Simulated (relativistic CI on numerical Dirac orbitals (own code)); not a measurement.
## Pb72+: sensitivity of the levels to the model

Base calculation: Dirac-Coulomb-Breit CI, KLI orbitals optimised for each configuration, model QED (radiative potential, 1s self-energy scaled to tabulated hydrogen-like ionisation energies), unscaled Slater integrals.

Configuration list (outside the closed core 1s2): 2s2.2p6, 2s2.2p5.3s, 2s2.2p5.3p, 2s2.2p5.3d, 2s.2p6.3s, 2s.2p6.3p, 2s.2p6.3d, 2s2.2p5.4s, 2s2.2p5.4p, 2s2.2p5.4d, 2s2.2p5.4f, 2s2.2p4.3s2, 2s2.2p4.3s.3p, 2s2.2p5.5s, 2s.2p6.4s, 2s2.2p5.5p, 2s2.2p4.3s.3d, 2s2.2p4.3p2, 2s2.2p5.5d, 2s2.2p5.5f, 2s2.2p5.5g, 2s.2p6.4p, 2s.2p6.4d, 2s2.2p4.3p.3d, 2s.2p6.4f, 2s.2p5.3s2, 2s2.2p4.3d2, 2s.2p5.3s.3p, 2s.2p5.3s.3d, 2s.2p5.3p2, 2s.2p6.5s, 2s.2p5.3p.3d, 2s.2p6.5p, 2s.2p6.5d, 2s.2p6.5f, 2s.2p6.5g. Levels of other configurations are missing.

The lowest level and the first level of each name with at least 55 % of one term (blank where a level has no safe partner in the second run):

```csv
Level,Base (eV),Shift (eV)
2s2.2p6 1S_0,0.0,0.0
2s2.2p5.3s 3P°_2,10240.6,+0.3
2s2.2p5.3s 1P°_1,10250.5,-0.6
2s2.2p5.3p 3D_3,11036.2,+0.5
2s2.2p5.3p 1P_1,11036.8,+0.5
2s2.2p5.3p 3P_2,11051.5,-0.8
2s2.2p5.3p 1S_0,11117.8,-7.1
2s2.2p5.3d 3P°_0,11217.8,+1.9
2s2.2p5.3d 3P°_1,11229.1,+0.5
2s2.2p5.3d 3F°_4,11364.2,+0.9
2s2.2p5.3d 3D°_3,11384.2,-0.8
2s2.2p5.3d 1P°_1,11416.5,-4.4
2s2.2p5.3s 3P°_0,12481.7,+0.6
2s2.2p5.3s 3P°_1,12485.2,0.0
```

At this charge energies of transitions that change n are usually good to better than 1 %, and those within a shell (Δn = 0) to a few per cent.

**Question.** One thing was changed in a second run, which moved the levels as shown. Which?
A. Breit term removed
B. configuration mixing switched off
C. valence Slater integrals scaled by 0.9
D. QED terms removed

**Answer.** C. Valence Slater integrals scaled by 0.9. Scaling acts on the splittings between terms and on the mixing, and leaves the fine structure of pure LS terms nearly alone; in jj coupling it moves the levels of one term differently.

LS names give the leading component of a level, which can be under half, so a name can repeat, a term be missing and a line seem to break the LS rules.
